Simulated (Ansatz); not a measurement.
Consider the ligand exchange at the Si–O bond: `[SiH3]OCS` + `[OH][MgH]` → `[MgH][O][SiH3]` + `OCS`.

Gas-phase electronic energies from Ansatz, PBE0-D4/def2-TZVP geometries. CCSD(T)/CBS is the MP2 limit (def2-TZVPP, def2-QZVPP) plus CCSD(T) − MP2 in def2-TZVPP, frozen cores. Functionals use def2-TZVPP. For Mg outer-core shells are correlated without core-valence functions, which leaves a few kJ/mol of doubt a bond. One conformer a species, not always the lowest.

```tsv
species	PBE0 energy (Eh)
`[SiH3]OCS`	-804.31625
`[OH][MgH]`	-276.37110
`[MgH][O][SiH3]`	-566.99317
`OCS`	-513.70762
```

Work out ΔE.

ΔE = (-566.99317) + (-513.70762) − (-804.31625) − (-276.37110) = -0.01344 Eh = -8.4 kcal/mol. CCSD(T)/CBS gives -8.3 kcal/mol.

Largest T1 diagnostic among the species: 0.012.

Leaving LDA and LC-ωPBE aside and taking each functional with its dispersion term where it has one, the values, not all of them listed here, spread over 2.1 kcal/mol, from B97M-V to BLYP-D4. LDA lies +1.0 kcal/mol from PBE without D4. In def2-TZVPP, CCSD(T) changes the Hartree–Fock value by +1.1 kcal/mol (the triples alone add +0.2 kcal/mol) and MP2 by +1.7 kcal/mol. From BLYP to BHLYP (50 % exact exchange), in def2-TZVPP and without D4, ΔE moves by −0.9 kcal/mol.
